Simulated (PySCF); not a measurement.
H4AlClN2, SMILES [NH2][Al]([NH2])[Cl], CAM-B3LYP/def2-SVP optimised geometry.

```
8

Al    -0.19    -0.28     0.00
Cl    -1.18    -2.14     0.00
N     -1.16     1.19     0.00
H     -2.17     1.19     0.00
H     -0.81     2.14     0.00
N      1.58    -0.28     0.00
H      2.17     0.54     0.00
H      2.14    -1.12     0.00
```

Density from CAM-B3LYP/def2-TZVP (PySCF) at that geometry.

Minimum of the electron density along straight lines between bonded atoms, close to the bond critical point (lines longer than 1.1 times the sum of covalent radii, or with two minima, are not listed):

```tsv
bond	length / Å	ρ at the minimum / e bohr⁻³	∇²ρ there / e bohr⁻⁵	position (fraction from the first atom)
Al1–Cl2	2.104	0.074	0.29	0.38
Al1–N3	1.760	0.106	0.61	0.42
N3–H4	1.014	0.330	-1.59	0.74
N3–H5	1.014	0.330	-1.58	0.73
Al1–N6	1.760	0.106	0.61	0.42
N6–H7	1.014	0.330	-1.58	0.73
N6–H8	1.014	0.330	-1.59	0.74
```
